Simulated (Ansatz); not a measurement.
`C[CH2][In]([F])[Cl]` + `CC` → `C[CH2][In]([F])[CH2]C` + HCl  (formal exchange of groups at the In–Cl bond)

Isolated molecules relaxed with PBE0-D4/def2-TZVP in Ansatz; ΔE leaves out vibrations. CCSD(T)/CBS adds triple-zeta CCSD(T) − MP2 to the extrapolated MP2 energy (def2 sets, frozen cores). This one scheme is used for every species. DFT in def2-TZVPP. B3LYP here is the variant with VWN-RPA as its local correlation; programs differ in this. def2 core potentials past Kr. For In outer-core shells are correlated without core-valence functions, which leaves a few kJ/mol of doubt a bond. Each species was taken in one conformer, which may not be the lowest.

```tsv
level	ΔE (kcal/mol)
LDA (SPW92)	31.1
r2SCAN-D4	35.6
revPBE	35.3
BLYP	35.9
B3LYP	36.7
MP2/def2-SVP	37.5
CCSD(T)/def2-TZVPP	33.3
MP2/CBS(def2)	33.4
```

What does CCSD(T)/CBS give? (Best estimate.)

Computed: +33.7 kcal/mol. The listed levels differ from it by -2.6, 1.9, 1.6, 2.2, 3.0, 3.8, -0.4, -0.3 kcal/mol.

Largest T1 diagnostic among the species: 0.013.

At CCSD(T), def2-SVP lies +3.2 kcal/mol from the extrapolated value and def2-TZVPP −0.4 kcal/mol. In def2-TZVPP, CCSD(T) changes the Hartree–Fock value by −10.1 kcal/mol (the triples alone add −0.9 kcal/mol) and MP2 by −10.4 kcal/mol.
